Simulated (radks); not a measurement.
The numbers below are computed, except where a source is named.
Question: The gold anion Au-, [Hg], held by a Watson sphere: a shell of charge +1 at radius R that stands for the Madelung well of a crystal (potential energy -1/R inside, -1/r outside, in hartree with lengths in bohr). Code: a radial shooting solver on a logarithmic mesh with Libxc functionals. Model: scalar-relativistic Kohn-Sham, LDA (Slater exchange, Perdew-Wang correlation), spin-polarised, spherical densities, finite nucleus; Fermi nuclear charge, rms radius of each element as measured or else 0.836 A^(1/3) + 0.57 fm. Response by self-consistent Sternheimer equations with the Hartree and adiabatic LDA kernel, the relativistic mass of each level held fixed and spin-orbit coupling left out. The sphere does not respond.

| R (bohr) | e(5p) (eV) | e(5d) (eV) | e(6s) (eV) | <r> 6s (bohr) | sum of <r^2> (bohr^2) | X-ray form factor at sin(theta)/lambda = 0.2 1/angstrom | alpha (bohr^3) |
|---|---|---|---|---|---|---|---|
| 2.71 | -60.405 | -7.638 | -6.996 | 2.808 | 69.54 | 67.149 | 41.73 |
| 3.31 | -59.674 | -6.828 | -6.403 | 2.907 | 71.76 | 67.107 | 48.73 |
| 3.54 | -59.417 | -6.550 | -6.163 | 2.942 | 72.49 | 67.100 | 51.59 |
| 6.63 | -56.988 | -4.048 | -3.720 | 3.196 | 77.77 | 67.105 | 85.28 |

Estimate the row for R = 5.2 bohr.

Answer: e(5p) (eV) -57.898; e(5d) (eV) -4.967; e(6s) (eV) -4.644; <r> 6s (bohr) 3.123; sum of <r^2> (bohr^2) 76.19; X-ray form factor at sin(theta)/lambda = 0.2 1/angstrom 67.100; alpha (bohr^3) 71.72.
